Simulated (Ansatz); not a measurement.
Frontier orbitals of CH$_{5}$FSeSn, SMILES `[CH3][SnH]([F])[SeH]`.

```xyz
9

C    -1.200   -0.229    0.588
Sn    0.301    0.405   -0.771
F     0.654    2.226   -0.239
Se    2.448   -0.882   -0.532
H    -1.459   -1.270    0.399
H    -0.819   -0.123    1.603
H    -2.082    0.400    0.466
H    -0.078    0.516   -2.428
H     2.235   -1.042    0.913
```

Charge 0, multiplicity 1. Correlated methods include outer-core shells of Se, Sn, which these sets cover unevenly. Scalar relativity is left out up to krypton. Sn: def2 effective core potential. The geometry is a stationary point of PBE0-D4/def2-TZVP. It is one conformer, not always the lowest. Basis def2-TZVPP, Ansatz 0.2.0.

Orbital energies of one run (eV). Highest occupied ones, from the top: -7.30, -8.52, -9.11, -10.49, -10.73, -10.80, -11.22, -12.08, -12.14, -14.17, -19.51, -20.08, -28.54, -28.97. Empty: -0.83, -0.14, -0.04, 0.45, 1.40, 2.13.

Problem. Which functional gave them?
A. r2SCAN
B. ωB97M-V
C. PBE0
D. LC-ωPBE

Solution. C. HOMO energies: PBE0 -7.30, r2SCAN -6.42, LC-ωPBE -9.96, ωB97M-V -9.47 eV.

LC-ωPBE has ω = 0.4 bohr⁻¹.
